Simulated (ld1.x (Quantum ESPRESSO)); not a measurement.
## What one change does to a pseudopotential (nitrogen, PAW)

```
Element                 : nitrogen
Generator               : ld1.x (Quantum ESPRESSO) 7.5
Type                    : PAW
Functional              : PBEsol
Relativity              : scalar-relativistic
Frozen core             : [He]
Valence charge          : 5
Reference configuration : 2s2 2p3
Partial waves           : 2s (bound): rcut 1.00, rcutus 1.05 bohr; 2s channel at 3 Ry: rcut 1.00, rcutus 1.05 bohr; 2p (bound): rcut 1.80, rcutus 1.90 bohr; 2p channel at 4.8 Ry: rcut 1.80, rcutus 1.90 bohr
Local potential         : all-electron potential smoothed inside 1.15 bohr (lloc = -1)
Core correction         : Bessel-smoothed model core inside 0.75 bohr
Augmentation charge     : PSQ, inside the norm-conserving radii
```

All-electron outer shells of the reference configuration (PBEsol, scalar-relativistic, ld1.x):

```json
{"shell": "1s", "level (eV)": "-383.09", "outermost node (bohr)": "–", "outermost maximum (bohr)": "0.15"}
{"shell": "2s", "level (eV)": "-18.46", "outermost node (bohr)": "0.32", "outermost maximum (bohr)": "1.02"}
{"shell": "2p", "level (eV)": "-7.04", "outermost node (bohr)": "–", "outermost maximum (bohr)": "0.98"}
```

Change: wave 2s channel at 3 Ry: rcut 1.00, rcutus 1.05 bohr becomes 2s channel at -0.65 Ry: rcut 1.00, rcutus 1.05 bohr.

Cutoffs: the cutoffs (Ry, on a coarse ladder) from which the occupation-weighted sum of valence levels, in a spherical-Bessel basis at the reference potential, stays within 10 and 1 mRy of its value at 400 Ry; they do not see the model core or the augmentation charge, which bear on the density cutoff. Errors are all-electron minus pseudo energies relative to the spin-unpolarised reference configuration.

Problem. What does the change do?

Solution. The potential gets neither clearly harder nor softer (18 Ry and 30 Ry → 18 Ry and 30 Ry); of the 7 tests that both files solve, the error grows in 1 and shrinks in 2 by more than 15 % and 0.3 meV (median size 3.7 → 2.1 meV); neither file shows a bound ghost.

```tsv
quantity	base	changed
cutoff, loose	18 Ry	18 Ry
cutoff, tight	30 Ry	30 Ry
bound ghosts	none	none
error for 2s2 2p2, meV [ΔE 13.52 eV]	+3.7	+3.9
error for 2s2 2p1, meV [ΔE 42.26 eV]	+7.7	+8.9
error for 2s2 2p0, meV [ΔE 89.14 eV]	-6.0	-1.7
error for 2s0 2p5, meV [ΔE 22.90 eV]	-2.1	-2.1
error for 2s2 2p3.3, meV [ΔE -1.60 eV]	+0.4	+0.4
error for 2s1 2p0, meV [ΔE 166.66 eV]	-29	-24
error for 2s1 2p4, meV [ΔE 11.43 eV]	-0.6	-0.7
s: phases at 2.06 bohr within 0.05 rad from the reference energy up to (Ry; the scan ends near 5)	to the end of the scan	to the end of the scan
p: phases at 2.06 bohr within 0.05 rad from the reference energy up to (Ry; the scan ends near 5)	to the end of the scan	to the end of the scan
lowest overlap eigenvalue by channel	s 0.53, p 0.80	s 0.54, p 0.80
```
